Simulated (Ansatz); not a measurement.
A ladder of methods for B2NH2OF (SMILES OB1NB1F)

B2NH2OF has 7 atoms, charge 0, and is taken as a singlet. SMILES: `OB1NB1F`. The shape was relaxed beforehand at PBE0/def2-SVP. This is one conformer, not always the lowest.

Quantity: the adiabatic electron affinity (to the doublet anion, shapes relaxed at PBE0/def2-SVP, no zero-point term), in eV. The values are calculated.

The electron affinity is E(neutral) − E(anion): positive where the electron is bound.

| level | kind | program | value (eV) | less CCSD(T)/def2-SVP | CPU time (all runs) |
| --- | --- | --- | --- | --- | --- |
| HF/def2-SVP | Hartree–Fock | Ansatz | -2.22 | -0.30 | 1.5 s |
| SVWN5/def2-SVP | LDA | Ansatz | -1.66 | +0.26 | 2.4 s |
| BLYP/def2-SVP | GGA | Ansatz | -1.78 | +0.14 | 4.6 s |
| r2SCAN/def2-SVP | meta-GGA | Ansatz | -1.51 | +0.41 | 9 s |
| B3LYP/def2-SVP | global hybrid | Ansatz | -1.65 | +0.27 | 5.5 s |
| CAM-B3LYP/def2-SVP | range-separated hybrid | Ansatz | -1.68 | +0.24 | 5.9 s |
| RPA@PBE/def2-SVP | RPA | Ansatz | -1.70 | +0.22 | 6.7 s |
| MP2/def2-SVP | perturbation theory | Ansatz | -1.99 | -0.07 | 1.8 s |
| CCSD(T)/def2-SVP | coupled cluster or CI | Ansatz | -1.92 | 0.00 | 30 s |

Differences are taken from CCSD(T)/def2-SVP for orientation; it has basis-set and higher-order errors of its own. The values span -2.22 to -1.51 eV. Negative values mean that the anion is unbound at that level; they are set by how diffuse the basis is and aren't properties of the molecule, whose anion may well be bound. In so small a basis fixed costs decide the times, and correlated methods can beat functionals. Times are those of the runs behind each value, whatever else they computed, on shared processors of several kinds: orders of magnitude only.
